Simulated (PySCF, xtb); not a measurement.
C3H4O2Si, SMILES O=C1CC(=O)[SiH2]1.

Harmonic wavenumbers (cm⁻¹) from GFN2-xTB run with xtb 6.7.1 at its own minimum, in rising order: 42, 274, 315, 341, 387, 395, 485, 508, 592, 620, 668, 748, 755, 929, 940, 1045, 1178, 1355, 1776, 1819, 2321, 2323, 2963, 2981.

What does PBE-D3(BJ)/def2-SVP (PySCF 2.14.0) give at its own minimum? (Estimate from the structure and the level; the computed values follow.)

52, 182, 305, 312, 338, 355, 507, 561, 570, 590, 660, 796, 851, 861, 963, 1030, 1126, 1273, 1782, 1835, 2140, 2165, 2959, 3017. Paired by order, the mean absolute difference is 48 cm⁻¹ and the zero-point energies are 36.8 and 36.1 kcal/mol.
